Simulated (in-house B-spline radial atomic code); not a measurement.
**Ionising Nb III (Nb2+) with different functionals**

Computed with a B-spline radial code for spherical atoms: scalar-relativistic (spin-free X2C) Hamiltonian, Fermi nucleus of rms radius 4.324 fm, spin-polarised at highest spin, spherical fractional occupations for the functionals, and exact exchange of hybrids averaged over the configuration. The ionisation energy is the difference of two self-consistent energies, [Kr] 4d3 → [Kr] 4d2, without Breit or QED terms; ε is the level of the shell that loses the electron (its least bound occupied spin orbital). There is no spin-orbit coupling in this Hamiltonian.

```
   method                    rung  ΔSCF (eV)  -ε(4d) (eV)
     PBE0           global hybrid      25.45        21.44
    B3LYP           global hybrid      25.42        21.07
    TPSSh           global hybrid      25.37        20.43
BHandHLYP           global hybrid      25.13        22.65
  r2SCAN0           global hybrid      25.44        21.47
    B97-1           global hybrid      25.21        20.94
    HSE06  range-separated hybrid      25.44        21.02
    wB97X  range-separated hybrid      25.06        23.63
CAM-B3LYP  range-separated hybrid      25.35        22.76
  LC-wPBE  range-separated hybrid      25.38        24.27
```

Question: Among the functionals, which spreads more, the ΔSCF values or the orbital energies?

Answer: The orbital energies: ΔSCF values span about 0.39 eV and the orbital energies 3.83 eV; here energy differences depend much less on the functional than eigenvalues do.

Question: How do they compare with the NIST value?

Answer: NIST lists 25.040 eV (semi-empirical, ground level to ground level). Errors run from +0.02 to +0.41 eV; wB97X is closest (+0.02 eV), but part of that can be cancellation, since the calculations leave out spin-orbit coupling, Breit-QED terms, multiplet and fine-structure energies.
